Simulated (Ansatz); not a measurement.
One change: `S[SiH]1CC1` becomes `P[SiH]1CC1`.

Ansatz, PBE0-D4/def2-TZVP geometries, multiplicity 1. Each molecule was computed in one conformer, which needn't be the lowest.

```
                                          property  `S[SiH]1CC1`
               HOMO–LUMO gap (PBE/def2-TZVPP) / eV          5.07
size of the dipole moment (ωB97M-V/def2-TZVPP) / D          0.94
    zero-point energy (PBE0-D4/def2-TZVP) / kJ/mol         188.0
                LUMO energy (PBE0/def2-TZVPP) / eV          0.17
             HOMO–LUMO gap (B3LYP/def2-TZVPP) / eV          6.65
                 LUMO energy (PBE/def2-TZVPP) / eV         -0.71
```

**Question.** Give the same properties after the change, and the shifts. (Estimate.)

**Answer.** The calculation gave: 
```csv
property,`P[SiH]1CC1`,shift
HOMO–LUMO gap (PBE/def2-TZVPP) / eV,5.05,-0.02
size of the dipole moment (ωB97M-V/def2-TZVPP) / D,0.52,-0.42
zero-point energy (PBE0-D4/def2-TZVP) / kJ/mol,209.9,21.9
LUMO energy (PBE0/def2-TZVPP) / eV,0.12,-0.05
HOMO–LUMO gap (B3LYP/def2-TZVPP) / eV,6.59,-0.06
LUMO energy (PBE/def2-TZVPP) / eV,-0.74,-0.03
```

The zero-point energy changes by 21.9 kJ/mol with +3 modes. Dipoles are sizes alone; their direction can turn.

B3LYP here is the variant with VWN-RPA as its local correlation; programs differ in this.
